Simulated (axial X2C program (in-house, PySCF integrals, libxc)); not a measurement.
Potential curves of ZrSn, two-component

Calculated with an axial X2C code built on PySCF integrals. Two-component (2c) means X2C with spin–orbit coupling and atomic mean-field two-electron Coulomb and Gaunt terms. Basis: Sn dyall-cv3z [11s12p9d4f1g], Zr dyall-cv3z [11s12p9d6f3g] (cores contracted in-house); Gaussian nuclei, density fitting, unrestricted open shells. Masses: Sn 119.902 u, Zr 89.905 u.

State: Ω = 4 (⟨Sz⟩ = 2.00, ⟨Lz⟩ = 2.00 at HF). Energies in eV from the lowest point of each curve. Fits are polynomials in 1 − R0/R over 0.85 to 1.23 times the lowest point R0.

```csv
R (Å),CCSD(T),CCSD,PBE0,HF
2.6132,0.2427,0.2281,0.1267,0.2513
2.6966,0.0845,0.0759,0.0258,0.0970
2.7800,0.0090,0.0054,0.0000,0.0204
2.8773,0.0000,0.0000,0.0407,0.0000
2.9746,0.0529,0.0537,0.1358,0.0272
3.0997,0.1838,0.1811,0.3100,0.0990
```

Correlated methods: 8 electrons correlated (number of frozen shells: Sn 4 s, 3 p, 2 d; Zr 4 s, 3 p, 1 d), 370 virtual spin orbitals or spinors in MP2, 90 natural virtuals in coupled cluster.

The state is one determinant whose occupation by symmetry is held fixed; it was picked as the lowest of a PBE0 search that is not exhaustive. Density functionals use the spin component along the axis (collinear). Coupled cluster ran in a truncated set of natural virtual spinors; the MP2 energy of the rest was added. (T) has no such correction and the atoms are truncated less, which lowers De at CCSD(T) by a hundredth of an eV or more. PBE0 can misorder states that lie within some tenths of an eV, so this need not be the ground state of the molecule. The nearest other 2c determinant of the search, Ω = 2, lies 0.31 eV up at the distance of the search. The functionals have no current-density term, which raises determinants with orbital currents, atoms included. With several unpaired electrons one determinant need not be a pure state. The outer-core s and p shells of the metal are frozen in the correlated rows, which leaves out core–valence correlation; for alkali and alkaline-earth bonds that tends to lengthen them. Open-shell Ω = 0 determinants with evenly filled partner blocks cannot be reached by this program, so the Ω shown need not be the lowest component. The T1 diagnostic is large, a sign of multireference character. With the outer-core shells frozen, correlated bond lengths of heavy atoms tend to come out a few hundredths of an ångström too long. Coupled cluster ran on the points near the minimum only. MP2 and coupled cluster on one determinant become unreliable at the stretched end.

Fit the CCSD(T) curve near its minimum: give the equilibrium distance and the harmonic wavenumber.

At CCSD(T), 2c: Re = 2.840 Å, ωe ≈ 198 cm⁻¹; Be follows as 0.0407 cm⁻¹.

What are Re and ωe at the CCSD level?

At CCSD, 2c: Re = 2.835 Å, ωe ≈ 196 cm⁻¹; Be follows as 0.0408 cm⁻¹.

What are Re and ωe at the PBE0 level?

At PBE0, 2c: Re = 2.772 Å, ωe ≈ 210 cm⁻¹; Be follows as 0.0427 cm⁻¹.

Fit the HF curve near its minimum: give the equilibrium distance and the harmonic wavenumber.

At HF, 2c: Re = 2.863 Å, ωe ≈ 169 cm⁻¹; Be follows as 0.04 cm⁻¹.
